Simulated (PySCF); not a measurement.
germylsulfanylgermane (Ge2H6S), SMILES [GeH3][S][GeH3].

Coordinates come from a B3LYP-D3(BJ)/def2-SVP optimisation.

All values below come from TDA-CAM-B3LYP/def2-SVPD run with PySCF 2.14.0.

Vertical excitations. Gas-phase values at a fixed geometry. State labels are in the subgroup C2v.

```tsv
state	symmetry	energy (eV)	λ (nm)	f	main pairs
S1	B2	5.52	225	0.022	HOMO→LUMO 90 %
S2	A2	5.62	221	0.000	HOMO→LUMO+1 87 %
S3	B2	6.44	192	0.000	HOMO→LUMO+2 80 %, HOMO→LUMO+3 12 %
S4	B2	6.60	188	0.001	HOMO→LUMO+3 84 %
S5	A1	7.13	174	0.121	HOMO−1→LUMO 82 %
S6	B1	7.13	174	0.000	HOMO→LUMO+4 57 %, HOMO−1→LUMO+1 36 %
S7	B1	7.52	165	0.001	HOMO−2→LUMO 49 %, HOMO→LUMO+4 23 %, HOMO−1→LUMO+1 20 %
S8	A2	7.57	164	0.000	HOMO→LUMO+5 89 %
S9	A1	7.74	160	0.003	HOMO→LUMO+6 72 %, HOMO−1→LUMO+2 11 %
S10	B2	7.86	158	0.029	HOMO→LUMO+7 95 %
T1	B2	4.97	249	0	HOMO→LUMO 90 %
T2	A2	5.24	237	0	HOMO→LUMO+1 83 %
T3	B2	6.28	197	0	HOMO→LUMO+2 85 %
T4	A1	6.38	194	0	HOMO−1→LUMO 84 %
```
Triplets are in the Tamm–Dancoff approximation.
